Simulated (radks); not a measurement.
The numbers below are computed, except where a source is named.
How relativity changes the ionisation of neutral tungsten ([Xe] 4f14 5d4 6s2) to W+ ([Xe] 4f14 5d4 6s1). Spin-unpolarised spherical Kohn-Sham, PBE, point nucleus unless stated (finite: rms radius 5.3658 fm), a radial shooting solver on a logarithmic mesh with Libxc functionals. A level marked "c x" has the speed of light scaled by that factor and shares open shells by 2j + 1; other Dirac levels either fill j = l - 1/2 first or share by 2j + 1.

| level | E(W) (hartree) | E(W+) (hartree) | IE (eV) | HOMO | <r> HOMO (bohr) |
|---|---|---|---|---|---|
| non-rel. | -15291.1683 | -15290.8869 | 7.658 | 6s | 3.525 |
| scalar-rel. | -16142.5136 | -16142.1872 | 8.883 | 5d | 2.074 |
| scalar-rel., finite nucleus | -16139.9877 | -16139.6614 | 8.880 | 5d | 2.074 |
| Dirac, 2j+1 shares | -16165.8737 | -16165.5471 | 8.889 | 5d5/2 | 2.118 |
| Dirac, low j first | -16165.9372 | -16165.6151 | 8.766 | 5d3/2 | 2.042 |
| Dirac, 2j+1 shares, finite nucleus | -16163.3243 | -16162.9977 | 8.886 | 5d5/2 | 2.117 |
| Dirac, c x 0.75 | -17109.4159 | -17109.0292 | 10.520 | 5d5/2 | 2.270 |
| Dirac, c x 10 | -15298.6824 | -15298.4007 | 7.667 | 6s1/2 | 3.522 |
| Dirac, c x 100 | -15291.2433 | -15290.9619 | 7.658 | 6s1/2 | 3.525 |

NIST Atomic Spectra Database: 7.864 eV (measured). The relativistic part of the total energy of W is -872.2 hartree (Dirac, 2j+1 shares, finite nucleus), 5.7 % of the non-relativistic value. Spin polarisation and multiplet splitting of open shells are left out at every level.

Beside tabulated values, note that relativity, absent from the non-relativistic runs, is large for the heavy elements, and spin-unpolarised runs miss the spin-polarisation part of the exchange energy of open shells.
